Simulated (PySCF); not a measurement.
These are PBE-D3(BJ)/def2-TZVP // PBE0-D3(BJ)/def2-SVP run with PySCF values and carry that method's errors. Gas-phase values, no solvent. One relaxed conformer stands for a flexible species; it need not be the lowest. Excitations are Tamm–Dancoff values on a coarser integration grid. The basis has no diffuse functions, so Rydberg states are missing or too high.

Reference species (SMILES): `Bc1ccc(O)s1` (neutral, multiplicity 1).

```yaml
HOMO–LUMO gap: 3.18 eV
HOMO: -5.76 eV
T1 excitation (TDA): 2.76 eV
```

Changed species: `Oc1ccsc1B`.

### Question
Give the shifts of the HOMO–LUMO gap, HOMO and T1 excitation (TDA).

### Answer
the HOMO–LUMO gap decreases by 0.07 eV, to 3.11 eV; the HOMO rises by 0.06 eV, to -5.70 eV; the T1 excitation (TDA) is nearly the same.
